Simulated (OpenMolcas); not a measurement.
Ionisation energies of caesium

| Item | Value |
| --- | --- |
| Program | OpenMolcas |
| Basis | ANO-RCC-VDZP [7s6p3d1f] |
| Scalar Hamiltonian | DKH2, point nucleus |
| Spin-orbit coupling | RASSI with atomic mean-field integrals over the reference wave functions, term energies averaged over their components |

Active shells in each charge state: the valence s, p shells, with orbitals averaged over the low states. Where CASPT2's correlated closed shells are named, they are those of the first ion.

A. CASSCF
B. SS-CASPT2, IPEA 0.25 Eh, imaginary shift 0.1 Eh (closed shells correlated: 5s 5p)
C. SS-CASPT2, IPEA 0.25 Eh, imaginary shift 0.1 Eh (closed shells correlated: 4d 5s 5p)
D. SS-CASPT2, IPEA 0.25 Eh, imaginary shift 0.1 Eh (closed shells correlated: none)
E. SS-CASPT2, IPEA 0 Eh, imaginary shift 0.1 Eh (closed shells correlated: 5s 5p)

Energies in eV between the lowest computed levels, named as in B; reference values from the NIST Atomic Spectra Database with their kind.

| From | To | A | B | C | D | E | Spin-orbit share in B | Reference |
| --- | --- | --- | --- | --- | --- | --- | --- | --- |
| Cs 6s 2S 1/2 | Cs+ 5p6 1S0 | 3.474 | 3.610 | 3.627 | 3.474 | 3.625 | +0.000 | 3.894 (measured) |

Error against the reference values, in %:

```tsv
From	Reference	A	B	C	D	E
Cs	measured	-10.8	-7.3	-6.9	-10.8	-6.9
```

Absolute error against the one measured value: A 0.42 eV, B 0.28 eV, C 0.27 eV, D 0.42 eV, E 0.27 eV.
